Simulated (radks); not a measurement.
Polarisabilities and homonuclear dispersion coefficients (atomic units). Method: non-relativistic Kohn-Sham, exchange-only LDA, spin-polarised, spherical densities, point nucleus; open shells are filled with parallel spins first; computed with a radial shooting solver on a logarithmic mesh with Libxc functionals. Response by self-consistent Sternheimer equations with the Hartree and adiabatic exchange-only LDA kernel. For heavy and open-shell atoms this level of theory can miss by tens of per cent. "Uncoupled" leaves out the induced potential. Quadrupole and octupole values are given only where no p, d or f shell is open. The Sternheimer factor gamma scales a distant field gradient at the nucleus by 1 - gamma.

Sc: configuration [Ar] 3d1 4s2; alpha1 (bohr^3) 129.4; alpha1, uncoupled 257.4; C6 1635; recommended alpha1 97 +/- 10
Sc+: configuration [Ar] 3d1 4s1; alpha1 (bohr^3) 56.83; alpha1, uncoupled 78.18; C6 382.8
Sc2+: configuration [Ar] 3d1; alpha1 (bohr^3) 5.535; alpha1, uncoupled 7.133; C6 16.08
Sc3+: configuration [Ar]; alpha1 (bohr^3) 2.197; alpha1, uncoupled 3.499; alpha2 (bohr^5) 3.782; alpha3 (bohr^7) 13.65; C6 5.861; C8 59.00; Sternheimer gamma -11.3
Sc4+: configuration [Ne] 3s2 3p5; alpha1 (bohr^3) 1.756; alpha1, uncoupled 2.859; C6 3.851
Sc5+: configuration [Ne] 3s2 3p4; alpha1 (bohr^3) 1.454; alpha1, uncoupled 2.405; C6 2.600
Sc6+: configuration [Ne] 3s2 3p3; alpha1 (bohr^3) 1.252; alpha1, uncoupled 2.067; C6 1.807

Recommended values: Schwerdtfeger and Nagle, table of static dipole polarisabilities (2023 update), measured or computed.
